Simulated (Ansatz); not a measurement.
[Ni(OH)4]2- (NiO4H4²⁻). Charge -2, multiplicity 3. Geometry PBE-D4/def2-SVPD, basis def2-TZVPD, Ansatz.

```csv
run,HOMO (eV),LUMO (eV)
A,5.18,5.88
B,4.58,6.30
C,4.80,6.76
D,3.00,7.22
E,1.57,7.32
F,3.27,6.92
```

A multiply charged anion in the gas phase is held together partly by the finite basis. The order of the spin states hangs on the level: the broken-symmetry singlet lies 0.42 eV below the triplet at PBE-D4/def2-TZVPD, but 0.09 eV above it at PBE0-D4/def2-TZVPD.

HOMO and LUMO are taken over both spins.

Q: The runs used B97M-V, BHLYP, PBE, PBE0, r2SCAN, r2SCAN0. Estimate which is which.

A: A PBE (0 % exact exchange); B B97M-V (0 % exact exchange); C r2SCAN (0 % exact exchange); D r2SCAN0 (25 % exact exchange); E BHLYP (50 % exact exchange); F PBE0 (25 % exact exchange). Exact exchange lowers occupied and raises empty levels; among semilocal functionals meta-GGAs tend to open the gap a little, and such runs are hard to tell apart. The gap grows from 0.70 eV (PBE) to 5.75 eV (BHLYP). At PBE-D4/def2-TZVPD, B97M-V/def2-TZVPD, r2SCAN-D4/def2-TZVPD, r2SCAN0-D4/def2-TZVPD and others the highest occupied level of the charge -2 triplet lies above zero (up to 5.18 eV). The electron is either unbound and held by the finite basis, or the level is raised by self-interaction error.
